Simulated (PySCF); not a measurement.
C2H6Be, charge +1, multiplicity 2. Atoms are numbered in the order given.

```xyz
9

Be     0.0000     0.0000     0.0000
C      0.0000     0.0000    -1.7681
H      0.9273     0.5220    -2.0146
H     -0.9157     0.5420    -2.0146
H     -0.0116    -1.0641    -2.0146
C      0.0000     0.0000     1.7681
H      0.9273    -0.5220     2.0146
H     -0.9157    -0.5420     2.0146
H     -0.0116     1.0641     2.0146
```
Charge +1, spin multiplicity 2.

Geometry optimised at r2SCAN-D4/def2-TZVP. The multiplicity is an assumed one; other spin states were not compared. The isomer is the one that the SMILES or the coordinates give; other isomers of the formula were not compared.

Level of theory: r2SCAN-D4/def2-TZVP (PySCF 2.14.0).

Frequencies are harmonic and unscaled.

Modes within 1.5 cm⁻¹ of each other (mostly degenerate sets) share a row, with their intensities summed.

```tsv
mode	ν (cm⁻¹)	IR (km/mol)	moving atoms (share of kinetic energy)
1	33	0.0	H 100 %
2–3	100	58.8	Be 68 %, H 20 %, C 13 %
4–5	427	233.5	H 83 %, Be 9 %
6	443	0.0	C 77 %, H 23 %
7	498	1875.0	C 37 %, Be 34 %, H 29 %
8–9	510	0.0	H 90 %, C 10 %
10	945	239.7	H 57 %, Be 43 %
11	1135	0.0	H 78 %, C 22 %
12–13	1360	25.0	H 92 %
14–15	1368	0.0	H 93 %
16	3016	166.2	H 99 %
17	3020	0.0	H 99 %
18–19	3159	100.6	H 90 %, C 10 %
20–21	3164	0.0	H 90 %, C 10 %
```
